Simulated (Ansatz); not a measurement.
`[SiH3][NH][AlH][SeH]`, relaxed with RKS PBE0-D4/def2-TZVP in the Gaussian-basis code of Ansatz from a PBE-D4/def2-SVP geometry. The force threshold is 0.005 eV/Å; the program also tests the step.

Total charge 0; spin multiplicity 1.

Start:

```xyz
10

Si    0.905   -1.502   -0.235
N     0.444    0.076   -0.853
Al   -0.615    1.331   -0.111
Se   -1.573    0.832    1.955
H     0.440   -2.630   -1.126
H     0.257   -1.649    1.116
H     2.400   -1.641   -0.080
H     0.846    0.310   -1.769
H    -0.865    2.712   -0.863
H    -2.238    2.162    1.967
```

Question: By how much does the energy fall, and how many steps does the optimiser take? (An estimate is asked.)

Answer: The calculation gave: 4.05 kJ/mol, in 8 steps.

Question: Which bonds change most? (Best estimate.)

Answer: Ansatz gave: Si1–N2 from 1.757 to 1.726 Å; N2–Al3 from 1.802 to 1.779 Å; Si1–H7 from 1.510 to 1.489 Å; Si1–H5 from 1.510 to 1.489 Å.

Question: Give the relaxed structure. (An estimate is asked.)

Answer: The calculation gave: 
```xyz
10

Si    0.894   -1.485   -0.236
N     0.445    0.069   -0.838
Al   -0.605    1.307   -0.111
Se   -1.541    0.844    1.956
H     0.452   -2.587   -1.136
H     0.237   -1.650    1.087
H     2.367   -1.618   -0.064
H     0.839    0.304   -1.741
H    -0.874    2.665   -0.866
H    -2.213    2.151    1.948
```
